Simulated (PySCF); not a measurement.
BH2, SMILES [BH2+], charge +1.

Geometry: r2SCAN-D4/def2-TZVPD.

Lowest vertical singlet excitation by several levels in PySCF, with rough processor times relative to the cheapest run on one machine. Each run also gave further roots (ADC and EOM-CCSD ionised and attached states too); roots are paired by order and the bases differ. EOM-CCSD serves as a yardstick, not as the true value; all levels that ended soundly for this molecule are listed, with differences from unrounded values.

| level | relative cost |
|---|---|
| TDDFT-PBE/def2-TZVPD | 1 |
| TDDFT-PBE0/def2-TZVPD | 1 |
| EOM-CCSD/aug-cc-pVDZ | 2 |
| TDDFT-ωB97X/def2-TZVPD | 2 |
| ADC(3)/aug-cc-pVDZ | 5 |

Computed S1 at each level and its distance from EOM-CCSD:
| level | S1 (eV) | S1 minus EOM-CCSD (eV) |
|---|---|---|
| TDDFT-PBE/def2-TZVPD | 7.08 | -0.38 |
| TDDFT-PBE0/def2-TZVPD | 7.29 | -0.17 |
| EOM-CCSD/aug-cc-pVDZ | 7.46 | 0.00 |
| TDDFT-ωB97X/def2-TZVPD | 7.48 | 0.02 |
| ADC(3)/aug-cc-pVDZ | 7.31 | -0.15 |
